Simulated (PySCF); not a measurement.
Energy of F²⁺ (fluorine, charge +2) between two integer charges

The 2p alpha orbital of [He] 2s2 2p3 is emptied in steps (occupation f), with all orbitals relaxed, ending at [He] 2s2 2p2. All numbers are calculated (PySCF 2.14, the spin-free X2C one-electron Hamiltonian (Gaussian nucleus), in jorge-DZP-DKH). The exact energy is a straight line in f; departures are measured from the line between the end points of the same method.

| f | UHF (eV) | LDA (eV) | PBE (eV) | PBE0 (eV) | r2SCAN (eV) | LC-wPBE (eV) | BHandHLYP (eV) | wB97X (eV) | TPSS (eV) | BLYP (eV) |
| --- | --- | --- | --- | --- | --- | --- | --- | --- | --- | --- |
| 1 | 0.000 | 0.000 | 0.000 | 0.000 | 0.000 | 0.000 | 0.000 | 0.000 | 0.000 | 0.000 |
| 0.8 | 0.213 | -1.873 | -1.826 | -1.323 | -1.670 | -0.943 | -0.819 | -0.922 | -1.766 | -1.825 |
| 0.6 | 0.313 | -2.817 | -2.739 | -1.982 | -2.482 | -1.412 | -1.227 | -1.375 | -2.646 | -2.736 |
| 0.4 | 0.306 | -2.821 | -2.734 | -1.977 | -2.455 | -1.404 | -1.224 | -1.361 | -2.638 | -2.730 |
| 0.2 | 0.200 | -1.881 | -1.815 | -1.311 | -1.620 | -0.926 | -0.813 | -0.890 | -1.749 | -1.812 |
| 0 | 0.000 | 0.000 | 0.000 | 0.000 | 0.000 | 0.000 | 0.000 | 0.000 | 0.000 | 0.000 |

For LC-wPBE, how does the orbital energy at f = 1 compare with the removal energy?

−ε = 57.600 eV against a total-energy difference of 63.495 eV. By Janak's theorem ε = ∂E/∂f, so the gap between them reflects the curvature. Along the path −ε is 59.960 (f = 0.8), 62.344 (f = 0.6), 64.720 (f = 0.4), 67.029 (f = 0.2) eV.

```
   method  E(f=0) − E(f=1) (eV)  −ε at f=1 (eV)  −ε at f=0.4 (eV)
      UHF                62.714          64.078            62.426
      LDA                63.622          51.952            65.962
      PBE                63.302          51.900            65.621
     PBE0                63.379          55.114            65.063
   r2SCAN                63.646          53.137            65.833
  LC-wPBE                63.495          57.600            64.720
BHandHLYP                63.287          58.170            64.327
    wB97X                63.176          57.402            64.408
     TPSS                63.275          52.240            65.528
     BLYP                63.158          51.759            65.479
```

Reference removal energy between the ground levels: 62.708 eV (semi-empirical (NIST evaluation); NIST Atomic Spectra Database, ionization energies). The calculation has no spin-orbit coupling. UHF lacks correlation.
